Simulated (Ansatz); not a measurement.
CH$_{5}$BClNO, SMILES `NCB(O)Cl`, relaxed with RKS PBE-D4/def2-SVP in the Gaussian-basis code of Ansatz from a rough embedded geometry. The force threshold is 0.03 eV/Å; the program also tests the step.

Total charge 0; spin multiplicity 1.

Start:

```xyz
10

N    -0.876   -1.299   -0.110
C     0.286   -0.449   -0.359
B    -0.045    1.029    0.095
O     0.632    1.669    1.242
Cl   -1.426    1.988   -0.695
H    -1.003   -1.502    0.841
H    -0.663   -2.242   -0.588
H     1.111   -0.824    0.227
H     0.540   -0.455   -1.421
H     1.443    2.086    0.766
```

Question: How much energy does the relaxation release, and in how many steps? (Best estimate.)

Answer: Computed: 26.89 kcal/mol, in 23 steps, 1 of them rejected.

Question: Which bonds change most? (Best estimate.)

Answer: Ansatz gave: B3–O4 from 1.478 to 1.357 Å; B3–Cl5 from 1.858 to 1.784 Å; O4–H10 from 1.028 to 0.975 Å; N1–H7 from 1.079 to 1.027 Å.

Question: Give the relaxed structure. (Estimate.)

Answer: Ansatz gave: 
```xyz
10

N    -0.714   -1.270   -0.654
C     0.329   -0.462   -0.033
B    -0.086    1.043    0.235
O     0.770    2.096    0.227
Cl   -1.772    1.417    0.684
H    -1.608   -1.091   -0.179
H    -0.519   -2.271   -0.537
H     0.686   -0.825    0.976
H     1.246   -0.473   -0.669
H     1.668    1.834   -0.051
```
